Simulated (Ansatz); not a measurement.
Species: sum formula Si$_{2}$NH$_{8}$ (charge +1, singlet). It need not be the lowest isomer of its formula. 
Structure (B3LYP-D3(BJ)/def2-TZVP (Ansatz, a quantum-chemistry and plane-wave program) minimum search):
```
N
H 1 1.0234
H 1 1.0234 2 104.87
Si 1 1.8808 2 108.64 3 -116.55
H 4 1.4676 1 102.97 2 -52.67
H 4 1.4681 5 114.96 1 -113.08
H 4 1.4685 5 114.42 6 -135.89
Si 1 1.8808 2 109.10 3 116.23
H 8 1.4676 1 102.97 2 -166.46
H 8 1.4681 9 114.96 1 -113.08
H 8 1.4685 9 114.42 10 -135.89
```
Charge +1, spin multiplicity 1.

Parts of the frozen-core correlation energy in cc-pVTZ (Ansatz, hartree). Frozen orbitals: 11; correlated occupied orbitals by spin: 10 and 10; virtual: 189 and 189. No spin-orbit coupling. Non-relativistic.

```tsv
term	value
reference (HF)	-636.82912
MP2 opposite-spin	-0.38457
MP2 same-spin	-0.08272
CCSD correlation	-0.52019
(T)	-0.01614
T1 diagnostic	0.010
largest doubles amplitude	0.024
```
